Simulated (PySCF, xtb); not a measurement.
Cl2FHOSn, SMILES [OH][Sn]([F])([Cl])[Cl]. Other conformers were not sampled.

Harmonic wavenumbers (cm⁻¹) from GFN2-xTB (xtb) at its own minimum, in rising order: 84, 91, 100, 119, 135, 163, 275, 357, 391, 468, 823, 3576.

Problem. What does PBE-D3(BJ)/def2-SVP in PySCF give at its own minimum? (An estimate is asked for; the answer gives what the named calculation found.)

Solution. 44, 100, 131, 147, 151, 162, 362, 392, 608, 622, 891, 3672. Paired by order, the mean absolute difference is 65 cm⁻¹ and the zero-point energies are 9.4 and 10.4 kcal/mol.
